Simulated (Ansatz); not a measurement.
`[OH][SnH2][Cl]` and `[Cl][SnH2][SeH]` differ in one element.

Ansatz, PBE0-D4/def2-TZVP geometries, multiplicity 1. Each molecule was computed in one conformer, which needn't be the lowest.

Elements past krypton have def2 core potentials. Scalar relativity is left out up to krypton.

| property | `[OH][SnH2][Cl]` |
| --- | --- |
| HOMO–LUMO gap (PBE0/def2-TZVPP) / eV | 7.87 |
| ideal-gas entropy at 298 K and 1 bar (rigid rotor, harmonic PBE0-D4/def2-TZVP) / J/(mol·K) | 321 |
| HOMO–LUMO gap (B3LYP/def2-TZVPP) / eV | 7.29 |
| HOMO energy (PBE0/def2-TZVPP) / eV | -8.73 |
| HOMO energy (PBE/def2-TZVPP) / eV | -7.19 |
| LUMO energy (PBE/def2-TZVPP) / eV | -1.80 |

**Question.** Give the same properties after the change, and the shifts. (An estimate is asked.)

**Answer.** Ansatz gave: 
```
                                                                                  property  `[Cl][SnH2][SeH]`  shift
                                                      HOMO–LUMO gap (PBE0/def2-TZVPP) / eV               6.07  -1.80
ideal-gas entropy at 298 K and 1 bar (rigid rotor, harmonic PBE0-D4/def2-TZVP) / J/(mol·K)                348     27
                                                     HOMO–LUMO gap (B3LYP/def2-TZVPP) / eV               5.53  -1.76
                                                        HOMO energy (PBE0/def2-TZVPP) / eV              -7.41   1.32
                                                         HOMO energy (PBE/def2-TZVPP) / eV              -6.26   0.93
                                                         LUMO energy (PBE/def2-TZVPP) / eV              -2.21  -0.41
```

With PBE0 the HOMO rises by 1.32 eV and the LUMO falls by 0.48 eV, so the gap narrows by about 1.80 eV. PBE moves the HOMO by 0.93 eV and ωB97M-V by 1.43 eV.

B3LYP here is the variant with VWN-RPA as its local correlation; programs differ in this.

Spin–orbit coupling is left out; it splits and shifts lone-pair levels of the heavy atoms by tenths of an eV.
